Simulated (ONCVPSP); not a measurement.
# What the settings do to the ONCV potential of Mo

Base potential:

ONCVPSP 4.0.1 input, shortened (lines: element, Z, core and valence counts, functional; n l f; lmax; l rc ep ncon nbas qcut; lloc lpopt rc5 dvloc0; l nproj debl; icmod fcfact rcfact), PBE, fully relativistic:

```
  Mo 42.00    6    4        4      upf
    1    0    2.00
    2    0    2.00
    2    1    6.00
    3    0    2.00
    3    1    6.00
    3    2   10.00
    4    0    2.00
    4    1    6.00
    4    2    5.00
    5    0    1.00
    2
    0    1.80    0.00    5    8    6.80
    1    1.95    0.00    4    8    5.50
    2    1.70    0.00    4    9    5.60
    4    5    1.55    4.00
    0    2    3.20
    1    1    2.50
    2    2    1.90
    1    0.70    0.00
```

Open shells are filled in proportion to 2j + 1.

Cutoffs, loose and tight: the cutoffs (Ha) at which the residual kinetic energy of the hardest occupied pseudo-wave falls to 1 and 0.1 mHa per electron. They do not see the model core or the augmentation charge, which bear on the density cutoff. Test errors are all-electron minus pseudo excitation energies from the reference, over the configurations 4s2 4p6 4d5 5s0; 4s2 4p6 4d4 5s0; 4s2 4p6 4d3 5s0; 4s2 4p6 4d4 5s1 5p1. A dash means not determined; rows that change the core or the reference have their own tests.

| change | outcome | cutoff, loose | cutoff, tight | bound ghosts | GHOST(+) flags above zero | largest test error (meV) |
| --- | --- | --- | --- | --- | --- | --- |
| base | generated | 19 Ha | 92 Ha | none | none | +19 |
| d: rc 1.58 | generated | 26 Ha | 110 Ha | none | none | +19 |
| s: qcut 9.2 | generated | 27 Ha | 92 Ha | none | s | +20 |
| all radii but the core radius scaled by about 1.07 (s 1.92, p 2.08, d 1.82 bohr); local potential polynomial inside 1.66 bohr (lpopt 5, dvloc0 4 Ha) | generated | 18 Ha | 73 Ha | none | none | -17 |
| s: qcut 8.1 | generated | 23 Ha | 92 Ha | none | s | +19 |
| core correction none | generated | 19 Ha | 92 Ha | none | none | +19 |
| s: nbas 9 | generated | 18 Ha | 92 Ha | none | none | +19 |
| core correction polynomial model core, fcfact 0.9 | generated | 19 Ha | 92 Ha | none | none | +19 |

(1) What comes out with this change to the base: local potential polynomial inside 1.55 bohr (lpopt 5, dvloc0 6 Ha)?

(2) What comes out with this change to the base: local potential polynomial inside 1.15 bohr (lpopt 5, dvloc0 0 Ha)?

(3) What comes out with this change to the base: scalar-relativistic?

Results:

(1) outcome: generated; cutoff, loose: 19 Ha; cutoff, tight: 92 Ha; bound ghosts: none; GHOST(+) flags above zero: s; largest test error (meV): +8.8.

(2) outcome: generated; cutoff, loose: 19 Ha; cutoff, tight: 92 Ha; bound ghosts: none; GHOST(+) flags above zero: s, d5/2; largest test error (meV): +70.

(3) outcome: generated; cutoff, loose: 19 Ha; cutoff, tight: 91 Ha; bound ghosts: none; GHOST(+) flags above zero: none; largest test error (meV): +21.
